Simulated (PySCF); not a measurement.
## Electronic absorption of TiMe4

Compound: TiMe4, C₄H₁₂Ti (singlet state).
SMILES: `[CH3][Ti]([CH3])([CH3])[CH3]`

Level of theory: PySCF, TDDFT wB97X-D/def2-SVPD, vertical, gas phase, core orbitals frozen in the response. Geometry: PBE0-D3(BJ)/def2-SVP; no solvent, vibrations or thermal averaging.

**Question.** Predict the UV-vis stick spectrum at this level.

**Answer.** 

| state | E (eV) | λ (nm) | f | \|μ\| (D) | main configurations (H = HOMO, L = LUMO) |
| --- | --- | --- | --- | --- | --- |
| S1 | 3.80 | 326.4 | 0.0000 | 0.00 | H-2/H-1/H→L/L+1 (≥93%) |
| S2 | 3.80 | 326.3 | 0.0000 | 0.00 | H-2/H-1/H→L/L+1 (≥68%) |
| S3 | 3.80 | 326.0 | 0.0000 | 0.00 | H-2/H-1/H→L/L+1 (≥94%) |
| S4 | 4.08 | 303.9 | 0.0001 | 0.07 | H-2/H-1/H→L/L+1 (≥85%) |
| S5 | 4.09 | 303.4 | 0.0001 | 0.07 | H-2/H-1/H→L/L+1 (≥88%) |
| S6 | 4.09 | 303.1 | 0.0001 | 0.06 | H-2/H-1/H→L/L+1 (≥88%) |
| S7 | 4.84 | 256.2 | 0.0000 | 0.01 | H-3→L/L+1 (98%) |
| S8 | 4.84 | 256.0 | 0.0000 | 0.00 | H-3→L/L+1 (98%) |
| S9 | 5.22 | 237.6 | 0.0000 | 0.01 | H-2/H-1/H→L+3 (≥41%), H-2/H-1/H→L+4 (≥35%) |
| S10 | 5.23 | 237.2 | 0.0000 | 0.01 | H-2/H-1/H→L+4 (≥43%), H-2/H-1/H→L+5 (≥38%) |
| S11 | 5.23 | 237.1 | 0.0000 | 0.01 | H-2/H-1/H→L+3 (≥37%), H-2/H-1/H→L+5 (≥36%), H-2/H-1/H→L+4 (≥10%) |
| S12 | 5.48 | 226.4 | 0.0001 | 0.06 | H-2/H-1/H→L+4 (≥44%), H-2/H-1/H→L+3 (≥19%) |
| S13 | 5.48 | 226.2 | 0.0000 | 0.03 | H-2/H-1/H→L+5 (≥49%), H-2/H-1/H→L+3 (≥16%) |

Triplets (Tamm–Dancoff): T1 3.57 eV, H-2/H-1/H→L/L+1 (≥86%); T2 3.57 eV, H-2/H-1/H→L/L+1 (≥86%); T3 3.58 eV, H-2/H-1/H→L/L+1 (≥93%).

The lowest singlet level (S1/S2/S3) lies at 3.80 eV (326 nm, ultraviolet) and is dark (f under 0.0005). The largest oscillator strength of a single state is 0.0001. S1/S2/S3, S4/S5/S6, S7/S8, S9/S10/S11 and S12/S13 lie within about 0.01 eV of each other in each set. For S1 the Löwdin share of titanium is 35% in HOMO-1 and 82% in LUMO. Of the 13 states listed, none reaches f = 0.01 and 13 stay under 0.0005. Orbital energies (eV): HOMO-3 -9.88, HOMO-2 -9.51, HOMO-1 -9.50, HOMO -9.50, LUMO 0.41, LUMO+1 0.41, LUMO+2 1.22. Orbitals of the list HOMO-3 to LUMO+2 that lie within 0.01 eV of each other are written together with a slash and their weights summed (≥ marks a lower bound); for degenerate orbitals outside that list single weights are arbitrary. The window holds the lowest 15 singlets. The highest level found (5.60 eV, f 0.082 so far) is left out, since the window may have cut off a degenerate partner.
